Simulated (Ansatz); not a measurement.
Consider the redistribution: `CB(S)CCl` + `CO[SiH](O)[SiH3]` → `COB(C)S` + `O[SiH]([SiH3])CCl`.

Program: Ansatz. Geometries: PBE0-D4/def2-TZVP. ΔE: electronic, gas phase. CCSD(T)/CBS adds triple-zeta CCSD(T) − MP2 to the extrapolated MP2 energy (def2 sets, frozen cores). Functionals use def2-TZVPP. Each species was taken in one conformer, which may not be the lowest.

(1) Is it downhill or uphill in electronic energy at CCSD(T)/CBS, and by how much? (Estimate.)

(2) What do these levels give: PBE0-D4, ωB97M-V, B2PLYP, r2SCAN, PBE0, MP2/def2-TZVPP, SCS-MP2/def2-TZVPP, CCSD(T)/def2-TZVPP, HF/def2-QZVPP, HF/CBS(def2), MP2/CBS(def2), CCSD/CBS(def2)? (Best estimate.)

Largest T1 diagnostic among the species: 0.012.

Answers

(1) The calculation gave: Downhill: ΔE = -10.2 kJ/mol.

(2) The calculation gave: PBE0-D4 -11.8, ωB97M-V -11.5, B2PLYP -9.0, r2SCAN -10.6, PBE0 -11.7, MP2/def2-TZVPP -8.8, SCS-MP2/def2-TZVPP -9.2, CCSD(T)/def2-TZVPP -11.1, HF/def2-QZVPP -9.3, HF/CBS(def2) -9.3, MP2/CBS(def2) -7.8, CCSD/CBS(def2) -9.7 kJ/mol.
